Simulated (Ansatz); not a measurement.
Reaction (ligand exchange at the Si–O bond): `[F][Mg][O][SiH3]` + `C[SiH2]BO` → `C[SiH2]BO[SiH3]` + `[OH][Mg][F]`

Calculated with Ansatz (gas phase, PBE0-D4/def2-TZVP geometries, no zero-point term in ΔE). CCSD(T)/CBS adds triple-zeta CCSD(T) − MP2 to the extrapolated MP2 energy (def2 sets, frozen cores). Functionals use def2-TZVPP. B3LYP here is the variant with VWN-RPA as its local correlation; programs differ in this. For Mg outer-core shells are correlated without core-valence functions, which leaves a few kJ/mol of doubt a bond. Each species was taken in one conformer, which may not be the lowest.

```json
{"level": "PBE-D4", "ΔE (kJ/mol)": "40.7", "difference from CCSD(T)/CBS": "-1.7"}
{"level": "B3LYP-D4", "ΔE (kJ/mol)": "38.4", "difference from CCSD(T)/CBS": "-4.0"}
{"level": "ωB97X-V", "ΔE (kJ/mol)": "40.6", "difference from CCSD(T)/CBS": "-1.8"}
{"level": "MP2/def2-TZVPP", "ΔE (kJ/mol)": "42.0", "difference from CCSD(T)/CBS": "-0.4"}
{"level": "SCS-MP2/def2-TZVPP", "ΔE (kJ/mol)": "42.5", "difference from CCSD(T)/CBS": "0.1"}
{"level": "CCSD(T)/def2-TZVPP", "ΔE (kJ/mol)": "43.2", "difference from CCSD(T)/CBS": "0.8"}
{"level": "HF/def2-QZVPP", "ΔE (kJ/mol)": "43.2", "difference from CCSD(T)/CBS": "0.8"}
{"level": "SCS-MP2/def2-QZVPP", "ΔE (kJ/mol)": "42.3", "difference from CCSD(T)/CBS": "-0.1"}
{"level": "MP2/CBS(def2)", "ΔE (kJ/mol)": "41.1", "difference from CCSD(T)/CBS": "-1.3"}
{"level": "CCSD/CBS(def2)", "ΔE (kJ/mol)": "42.2", "difference from CCSD(T)/CBS": "-0.2"}
{"level": "CCSD(T)/CBS", "ΔE (kJ/mol)": "42.4", "difference from CCSD(T)/CBS": "0"}
```

Largest T1 diagnostic among the species: 0.013.
